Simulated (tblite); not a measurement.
C₅H₉N₂Si (doublet state).
Z-matrix (Å and degrees, GFN2-xTB geometry), rows numbered from 1:
```
Si
C   1  1.9266
C   2  1.4691  1  109.29
C   3  1.4168  2  122.47  1   -88.18
N   4  1.2867  3  124.40  2   178.16
C   5  1.4271  4  118.14  3    -0.09
N   6  1.4269  5  119.98  4    -1.04
C   7  1.2867  6  118.17  5     0.92
H   1  1.4614  2  108.13  3   -60.04
H   1  1.4626  2  107.41  3  -179.91
H   1  1.4619  2  108.36  3    60.30
H   2  1.0903  1  108.71  3   120.96
H   2  1.0902  1  108.69  3  -120.92
H   4  1.0861  3  119.36  2    -2.07
H   6  1.1038  5  107.77  4  -124.77
H   6  1.1041  5  107.89  4   122.76
H   8  1.0861  3  119.47  2     2.13
```

Method: GFN2-xTB as coded in tblite; computed harmonic values from a numerical Hessian at the method's own geometry, unscaled. This tight-binding method is rough: wavenumbers can miss measured ones by several per cent, in bad cases by 10 to 20. Modes of hydrogen on silicon can be 10 to 20 % off. One conformer, not necessarily the lowest. Open shells enter through the occupations alone, without spin polarisation, and single modes of such species can be off by tens of per cent.

Harmonic wavenumbers (cm⁻¹): 55.7, 68.8, 111.7, 130.0, 310.7, 315.9, 334.2, 470.9, 510.4, 524.1, 569.0, 598.6, 695.1, 763.6, 773.3, 779.3, 795.6, 810.8, 842.6, 909.1, 961.6, 973.8, 986.8, 1017.1, 1081.4, 1144.7, 1167.1, 1243.9, 1245.0, 1292.1, 1358.5, 1381.7, 1399.1, 1457.4, 1504.8, 1594.4, 2278.4, 2288.5, 2292.5, 2789.7, 2850.3, 2978.6, 2980.9, 3002.7, 3006.9.

A = 3897, B = 1019, C = 922.5 MHz; mass 125.053 u (most abundant isotopes); point group Cs, symmetry number 1; spin multiplicity 2.

Q: Zero-point energy?

A: ½Σν̃ = 27324 cm⁻¹ = 78.12 kcal/mol.

Q: Give the ideal-gas entropy at 350 K and 1 bar in the rigid-rotor, harmonic-oscillator model (classical rotation).

A: Translation 41.21, rotation 29.34, vibration 29.10, spin (R ln 2) 1.38: S = 101.0 cal/(mol K).

Q: And Cp and H(350 K) − H(0)?

A: Cp = 40.41 cal/(mol K), of which vibrations give 32.46 (their classical limit is 45 R = 89.4); H(350 K) − H(0) = 8.20 kcal/mol without the zero-point energy, 5.41 from vibrations.

Q: Blend soft modes into free rotors: weight 1/[1 + (100 cm⁻¹/ν̃)⁴] for the oscillator and the rest for a rotor with moment μB/(μ + B), μ = h/(8π²ν), B = 10⁻⁴⁴ kg m². What vibrational entropy results?

A: 26.61 cal/(mol K) in place of 29.10, which changes −T·S at 350 K by +0.87 kcal/mol.

Q: What must be added to the electronic energy to get the Gibbs energy at 350 K and 1 bar?

A: ZPE + [H(350 K) − H(0)] − T·S = 78.12 + 8.20 − 35.36 = 50.96 kcal/mol.

Q: Which modes carry the vibrational entropy at 350 K?

A: 55.7 cm⁻¹: 4.92; 68.8 cm⁻¹: 4.50; 111.7 cm⁻¹: 3.55; 130.0 cm⁻¹: 3.26; 310.7 cm⁻¹: 1.63; 315.9 cm⁻¹: 1.60 cal/(mol K); the other 39 give 9.63 together.

Q: How do the functions run with temperature in this model?

A: 
```
T (K)  S (cal/(mol K))  Cp (cal/(mol K))  H − H(0) (kcal/mol)  G − H(0) (kcal/mol)  ln q(vib)
  100             69.2              16.4                 1.22                -5.70       1.48
  200             83.1              25.1                 3.27               -13.34       3.60
  300             95.2              35.4                 6.30               -22.26       5.75
  500            117.7              53.0                15.25               -43.58      10.24
  800            146.4              69.1                33.79               -83.34      16.92
 1000            162.6              75.8                48.32              -114.28      21.11
```

q(vib) and H(0) count from the zero-point level.

Hindered rotation and anharmonicity are outside this model. Other conformers, if any are populated, would add a mixing term that is left out.
